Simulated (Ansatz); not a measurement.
Ansatz (a quantum-chemistry and plane-wave program) input file for H₂Zr, SMILES [ZrH2], multiplicity 1, PBE-D3(BJ)/def2-TZVPD. 

Ansatz 0.2 input:
```yaml
crystal:
  periodic: [false, false, false]
  atoms:
    - {symbol: Zr, position_ang: [0.00000000, 0.00000000, 0.00000000]}
    - {symbol: H, position_ang: [0.00000000, 0.00000000, -1.92924143]}
    - {symbol: H, position_ang: [0.00000000, 0.00000000, 1.92924143]}
basis:
  gaussian:
    orbitals: def2-TZVPD
hamiltonian:
  xc: pbe
  dispersion: d3bj
relax: {f_tol: 0.002, max_steps: 200}
```

Program output:

```
WARN ansatz: RAYON_NUM_THREADS=1 ignored (pool sized by the plan → 1); use --threads N
Functional definition: PBE
integrals: 0.01 GiB planned
423 factors; their error is unknown
mean field: 0.11 GiB planned
mean field evaluation 1: about -1303.6160 eV, gradient 2.4e1 eV
mean field evaluation 2: about -1291.2286 eV, gradient 3.7e1 eV
mean field evaluation 4: about -1306.8879 eV, gradient 1.4e1 eV
mean field evaluation 8: about -1307.5604 eV, gradient 3.0e0 eV
mean field evaluation 16: about -1307.5983 eV, gradient 5.6e-2 eV
mean field evaluation 32: about -1294.3996 eV, gradient 3.8e1 eV
mean field evaluation 64: about -1306.1524 eV, gradient 1.3e0 eV
mean field evaluation 96: about -1307.5116 eV, gradient 1.4e0 eV
mean field evaluation 128: about -1307.5983 eV, gradient 4.5e-6 eV
mean field -1307.59828209 eV, -48.0533505450 hartree, gradient 4.5e-6 eV, S^2 0.000000; 12 other end points of the search recorded, 0 dependent functions left out
the calculation of the forces begins
reference -1307.59832868 eV, -48.0533522570 hartree; 7, 7 occupied and 51, 51 virtual orbitals, 423 factors
relax step   1: F+E_penalty+E_count = -1307.62242048 eV  Δ(F+E_penalty+E_count) = +0.000e0 eV  max|allowed force component| = 7.710e-2 eV/Å  Δτ_max = 0.0000 Å  (334 SCF iters, accepted)
these checks for a lower state are left out or cut short: starts, cluster_reference, orbital_swaps, neighbouring_geometries, increment
integrals: 0.01 GiB planned
423 factors; their error is unknown
mean field: 0.11 GiB planned
mean field -1307.59591723 eV, -48.0532636377 hartree, gradient 4.3e-6 eV, S^2 0.000000; 1 other end points of the search recorded, 0 dependent functions left out
the calculation of the forces begins
reference -1307.59596402 eV, -48.0532653574 hartree; 7, 7 occupied and 51, 51 virtual orbitals, 423 factors
relax step   2: F+E_penalty+E_count = -1307.62004152 eV  Δ(F+E_penalty+E_count) = +2.379e-3 eV  max|allowed force component| = 1.649e-1 eV/Å  Δτ_max = 0.0260 Å  (55 SCF iters, rejected (line search))
these checks for a lower state are left out or cut short: starts, cluster_reference, orbital_swaps, neighbouring_geometries, increment
integrals: 0.01 GiB planned
423 factors; their error is unknown
mean field: 0.11 GiB planned
mean field -1307.59890186 eV, -48.0533733212 hartree, gradient 4.6e-6 eV, S^2 0.000000; 1 other end points of the search recorded, 0 dependent functions left out
the calculation of the forces begins
reference -1307.59894851 eV, -48.0533750355 hartree; 7, 7 occupied and 51, 51 virtual orbitals, 423 factors
relax step   3: F+E_penalty+E_count = -1307.62303475 eV  Δ(F+E_penalty+E_count) = -6.143e-4 eV  max|allowed force component| = 2.356e-3 eV/Å  Δτ_max = 0.0078 Å  (56 SCF iters, accepted)
these checks for a lower state are left out or cut short: starts, cluster_reference, orbital_swaps, neighbouring_geometries, increment
integrals: 0.01 GiB planned
423 factors; their error is unknown
mean field: 0.11 GiB planned
mean field evaluation 160: about -1307.1263 eV, gradient 2.0e-2 eV
mean field -1307.59890211 eV, -48.0533733303 hartree, gradient 1.9e-5 eV, S^2 0.000000; 1 other end points of the search recorded, 0 dependent functions left out
the calculation of the forces begins
reference -1307.59894877 eV, -48.0533750448 hartree; 7, 7 occupied and 51, 51 virtual orbitals, 423 factors
relax step   4: F+E_penalty+E_count = -1307.62303467 eV  Δ(F+E_penalty+E_count) = +7.920e-8 eV  max|allowed force component| = 2.508e-3 eV/Å  Δτ_max = 0.0005 Å  (39 SCF iters, rejected (line search))
these checks for a lower state are left out or cut short: starts, cluster_reference, orbital_swaps, neighbouring_geometries, increment
integrals: 0.01 GiB planned
423 factors; their error is unknown
mean field: 0.11 GiB planned
mean field -1307.59890261 eV, -48.0533733485 hartree, gradient 9.1e-6 eV, S^2 0.000000; 1 other end points of the search recorded, 0 dependent functions left out
the calculation of the forces begins
reference -1307.59894926 eV, -48.0533750629 hartree; 7, 7 occupied and 51, 51 virtual orbitals, 423 factors
relax step   5: F+E_penalty+E_count = -1307.62303533 eV  Δ(F+E_penalty+E_count) = -5.846e-7 eV  max|allowed force component| = 4.807e-6 eV/Å  Δτ_max = 0.0002 Å  (41 SCF iters, accepted)
integrals: 0.01 GiB planned
423 factors; their error is unknown
mean field: 0.11 GiB planned
mean field evaluation 192: about -1303.6392 eV, gradient 2.3e1 eV
mean field evaluation 224: about -1307.1260 eV, gradient 1.2e-5 eV
mean field evaluation 256: about -1305.2083 eV, gradient 1.6e1 eV
mean field evaluation 288: about -1306.0632 eV, gradient 2.1e-2 eV
mean field -1307.59890261 eV, -48.0533733485 hartree, gradient 9.1e-6 eV, S^2 0.000000; 15 other end points of the search recorded, 0 dependent functions left out
the calculation of the forces begins
reference -1307.59894926 eV, -48.0533750629 hartree; 7, 7 occupied and 51, 51 virtual orbitals, 423 factors
Total energy: -1307.62308198 eV, -48.0542619241 hartree
Atom 0 at    -0.000000    -0.000000     0.000000 Å, force    -0.000000    -0.000000     0.000000 eV/Å
Atom 1 at     0.000000     0.000000    -1.937255 Å, force     0.000000     0.000000     0.000005 eV/Å
Atom 2 at     0.000000     0.000000     1.937255 Å, force    -0.000000     0.000000    -0.000005 eV/Å
Dipole moment:     0.000000    -0.000000    -0.000000 e Å
```

The calculation finished and met its thresholds.

Cost: roughly 10 core-seconds.
